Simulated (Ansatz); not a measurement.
Born–Oppenheimer molecular dynamics of C$_{2}$H$_{10}$MgSi (14 atoms, charge 0, multiplicity 1). It starts from a rough guess of a transition structure, not a stationary point.

Method: UKS B3LYP-D4/6-31G (Ansatz).

```
ensemble                      : NVE (velocity Verlet)
time step                     : 0.5 fs
steps asked                   : 150
starting velocities drawn for : 300 K
seed                          : 620163
```

First frame:

```xyz
14
Properties=species:S:1:pos:R:3
Mg -0.678 -0.511 0.138
Si 0.987 1.454 1.565
C -1.593 -2.448 0.070
H 0.723 1.172 -0.276
C 0.494 0.888 -1.614
H 2.451 1.369 1.332
H 0.695 2.897 1.409
H 0.869 1.242 3.024
H -2.555 -2.474 -0.443
H -0.925 -3.127 -0.467
H -1.747 -2.870 1.064
H -0.580 1.001 -1.768
H 1.039 1.550 -2.275
H 0.820 -0.142 -1.758
```

Question: How far do the bonds stretch over the last three quarters of this one trajectory? (Pairs bonded in most of those frames.)

Answer: 
| bond | mean (Å) | spread (Å) | shortest | longest |
| --- | --- | --- | --- | --- |
| Mg1–Si2 | 2.624 | 0.209 | 2.38 | 2.98 |
| Mg1–C3 | 2.112 | 0.057 | 1.97 | 2.18 |
| Si2–H6 | 1.527 | 0.034 | 1.47 | 1.57 |
| Si2–H7 | 1.537 | 0.062 | 1.43 | 1.62 |
| Si2–H8 | 1.530 | 0.056 | 1.43 | 1.61 |
| C3–H9 | 1.100 | 0.010 | 1.08 | 1.12 |
| C3–H10 | 1.099 | 0.014 | 1.08 | 1.12 |
| C3–H11 | 1.103 | 0.014 | 1.08 | 1.13 |
| H4–C5 | 1.174 | 0.148 | 0.92 | 1.39 |
| C5–H12 | 1.095 | 0.017 | 1.07 | 1.12 |
| C5–H13 | 1.107 | 0.059 | 1.00 | 1.21 |
| C5–H14 | 1.098 | 0.024 | 1.06 | 1.14 |

Pairs bonded in part of these frames only: Mg1–H4 12 %, H4–C5 86 %.

Mean temperature of the second half: 1092 K. The conserved energy stayed within 1.4 meV per atom of its start (net change -0.61 meV per atom), so the integration is sound. The kinetic energy rose, since the run started high on the potential surface and went downhill. It ends in pieces (CH4 + CH6MgSi), so much of that is their flight and rotation, not heat. A run of 0.075 ps of so small a system gives no equilibrium averages. The orbitals were unrestricted but ended closed-shell. Limits of this set-up: no polarisation functions.

The run took 9.9 min on 1 thread of Intel(R) Xeon(R) 6975P-C (Granite Rapids), with other jobs on the host, peak memory 0.23 GiB.
